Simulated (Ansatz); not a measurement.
C2H5AlF (`[CH2][Al]([CH3])[F]`) radical. The species carries charge 0 and has multiplicity 2. Geometry: relaxed with PBE0-D4/def2-TZVP.

```xyz
9

C    -1.024   -1.623   -0.086
Al    0.033   -0.187    0.618
C     0.722    1.320   -0.390
F     0.379   -0.258    2.238
H    -1.395   -2.455    0.510
H    -1.323   -1.701   -1.130
H     0.346    2.265    0.013
H     1.814    1.366   -0.326
H     0.449    1.272   -1.447
```

Problem. What is the dipole moment at ωB97M-V/def2-TZVPP? (Best estimate.)

Solution. Ansatz gave: 1.91 D, with components (-0.45, -0.01, -1.86) D in this frame, pointing from negative to positive charge.

Problem. And with PBE, r2SCAN, B3LYP? (Estimate.)

Solution. The calculation gave: PBE 1.90 D, r2SCAN 1.90 D, B3LYP 1.94 D.

Problem. Give the Mulliken charges with ωB97M-V, r2SCAN, PBE in def2-TZVPP. (An estimate is asked.)

Solution. The calculation gave: 
```json
{"atom": "C1", "ωB97M-V": "-0.48", "r2SCAN": "-0.41", "PBE": "-0.37"}
{"atom": "Al2", "ωB97M-V": "0.73", "r2SCAN": "0.75", "PBE": "0.61"}
{"atom": "C3", "ωB97M-V": "-0.52", "r2SCAN": "-0.39", "PBE": "-0.44"}
{"atom": "F4", "ωB97M-V": "-0.36", "r2SCAN": "-0.37", "PBE": "-0.33"}
{"atom": "H5", "ωB97M-V": "0.15", "r2SCAN": "0.10", "PBE": "0.11"}
{"atom": "H6", "ωB97M-V": "0.14", "r2SCAN": "0.10", "PBE": "0.11"}
{"atom": "H7", "ωB97M-V": "0.11", "r2SCAN": "0.07", "PBE": "0.10"}
{"atom": "H8", "ωB97M-V": "0.11", "r2SCAN": "0.07", "PBE": "0.10"}
{"atom": "H9", "ωB97M-V": "0.11", "r2SCAN": "0.07", "PBE": "0.10"}
```

B3LYP here is the variant with VWN-RPA as its local correlation; programs differ in this.
